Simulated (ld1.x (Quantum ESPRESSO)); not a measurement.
What one change does to a pseudopotential (hafnium (Hf), RRKJ)

- Element: hafnium (Hf)
- Generator: ld1.x (Quantum ESPRESSO) 7.5
- Type: norm-conserving RRKJ (Kleinman–Bylander form)
- Functional: revPBE
- Relativity: scalar-relativistic
- Frozen core: [Xe] 4f14
- Valence charge: 4
- Reference configuration: 5d2 6s2 6p0
- Partial waves: 6p (bound, empty): rc 3.00 bohr; 5d (bound): rc 1.90 bohr; 6s (bound): rc 2.10 bohr
- Local potential: the s channel
- Core correction: Bessel-smoothed model core inside 1.30 bohr
- rho0: 0.005

Change: wave 6s (bound): rc 2.10 bohr becomes 6s (bound): rc 2.60 bohr.

Cutoffs: the cutoffs (Ry, on a coarse ladder) from which the occupation-weighted sum of valence levels, in a spherical-Bessel basis at the reference potential, stays within 10 and 1 mRy of its value at 400 Ry; they do not see the model core or the augmentation charge, which bear on the density cutoff. Errors are all-electron minus pseudo energies relative to the spin-unpolarised reference configuration.

**Question.** What does the change do?

**Answer.** The potential gets softer (21 Ry and 50 Ry → 21 Ry and 40 Ry); of the 7 tests that both files solve, the error grows in 5 and shrinks in 0 by more than 15 % and 0.3 meV (median size 23.4 → 59.0 meV); the range in which the s phases agree widens (upper end 0.5 → 1.7); neither file shows a bound ghost. A larger radius leaves more room for a smooth pseudo-wave, so fewer plane waves are needed. More of the atom is replaced by a form fitted at one configuration, so other configurations suffer.

| quantity | base | changed |
| --- | --- | --- |
| cutoff, loose | 21 Ry | 21 Ry |
| cutoff, tight | 50 Ry | 40 Ry |
| loose cutoff by channel (10 mRy a level) | d 18 Ry, s 15 Ry | d 18 Ry, s 6 Ry |
| bound ghosts | none | none |
| error for 5d2 6s1 6p0, meV [ΔE 7.90 eV] | -5.6 | -11 |
| error for 5d2 6s0 6p0, meV [ΔE 21.93 eV] | -45 | -59 |
| error for 5d1 6s0 6p0, meV [ΔE 43.61 eV] | -327 | -293 |
| error for 5d1 6s2 6p0, meV [ΔE 6.44 eV] | -17 | -65 |
| error for 5d2 6s1 6p1, meV [ΔE 3.80 eV] | -4.4 | -5.6 |
| error for 5d1 6s2 6p1, meV [ΔE 1.93 eV] | -60 | -92 |
| error for 5d2 6s0 6p2, meV [ΔE 7.79 eV] | -23 | -23 |
| s: phases at 3.25 bohr within 0.05 rad from the reference energy up to (Ry; the scan ends near 5) | 0.5 | 1.7 |
| p: phases at 3.25 bohr within 0.05 rad from the reference energy up to (Ry; the scan ends near 5) | 2.7 | 1.7 |
| d: phases at 3.25 bohr within 0.05 rad from the reference energy up to (Ry; the scan ends near 5) | 1.2 | 1.0 |
